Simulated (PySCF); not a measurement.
# How methods differ on the excitation energy of Cr²⁺

Cr²⁺ [Ar] 3d4 (5D) → Cr²⁺ [Ar] 3d3 4p1 (high-spin determinant), as a difference of total energies. Computed with PySCF 2.14 in x2c-TZVPPall (6s5p4d2f1g, 64 functions), with the spin-free X2C one-electron Hamiltonian (Gaussian nucleus). Correlated levels: valence: [Ar] frozen. The calculations carry no spin-orbit coupling.

```
           method  excitation energy (eV)
              UHF                  11.037
    MP2 (valence)                  11.472
SCS-MP2 (valence)                  11.182
   CCSD (valence)                  11.460
CCSD(T) (valence)                  11.451
```

**Question.** How much does correlation contribute at CCSD(T) (valence)?

**Answer.** 11.451 − (11.037) = 0.414 eV, measured against UHF.

A first-order spin-orbit estimate (lowest level to lowest level, LS coupling) adds -0.051 eV.

The basis was made for the ground configuration and has no added diffuse functions, so the excitation energy can come out too high.

The determinant of the upper state mixes LS terms, which raises its energy above the lowest term, most at the Hartree-Fock and MP2 levels.
